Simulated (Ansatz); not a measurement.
C8H14HfO3 (`CC[C@@]12[C@H]3[C@H]4[C@H]5[C@@H]1[Hf]4532([OH])([OH])[O]C`), charge 0, multiplicity 1.

Give a relaxed structure at PBE0-D4/def2-TZVP (Ansatz 0.2.0). (Estimate.)

Ansatz gave: 
Z-matrix (Å, degrees):
```
Hf
C 1 2.526
O 1 1.976 2 125.0
C 1 2.527 2 32.5 3 -5.6
C 1 2.534 2 53.6 3 -82.7
O 1 1.945 2 88.8 3 109.2
O 1 1.930 2 121.6 3 -145.4
C 1 2.561 2 53.8 3 -42.5
C 1 2.523 2 32.4 3 -120.2
H 2 1.080 1 117.1 3 -117.1
H 3 0.956 1 129.5 2 155.3
H 4 1.081 1 117.6 2 122.6
H 5 1.080 1 117.6 2 -159.1
H 6 0.951 1 150.4 2 -22.9
C 7 1.383 1 160.0 2 35.3
C 8 1.496 1 120.4 2 158.6
H 9 1.081 1 117.0 2 -123.0
H 15 1.096 7 110.7 1 -126.0
H 15 1.098 7 111.4 1 -5.9
H 15 1.096 7 110.8 1 114.2
C 16 1.518 8 114.4 1 74.5
H 16 1.093 8 108.5 1 -47.8
H 16 1.097 8 108.2 1 -163.1
H 21 1.092 16 110.7 8 -60.4
H 21 1.092 16 110.6 8 -179.8
H 21 1.093 16 111.7 8 60.6
```
This is one stationary point; other conformers may exist.
